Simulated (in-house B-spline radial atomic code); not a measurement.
**K6+: [Ne] 3s2 4p1 (an excited or competing configuration)**

Level of theory: non-relativistic M06-2X, spin-polarised, spherical fractional occupations, exact exchange averaged over the configuration, point nucleus; calculated with a radial B-spline atomic code at the basis-set limit.

Effective charges: Z_r = [3n² - l(l+1)]/(2<r>) from the radius, Z_e = n√(-2ε) from the energy, and Slater's rules. Values are occupation-weighted means over spin.

```
shell  electrons   ε (eV)  <r> (bohr)    Z_r    Z_e  Slater
   1s          2  -3696.2     0.08157  18.39  16.48   18.70
   2s          2  -492.64      0.3857  15.56  12.03   14.85
   2p          6  -419.93      0.3464  14.43  11.11   14.85
   3s          2     -137       1.101  12.27   9.52    9.85
   4p          1  -56.251         2.4   9.58   8.13    7.30
```

The least bound orbital is 4p up at -56.25 eV, and it is also the most diffuse (<r> = 2.4 bohr).
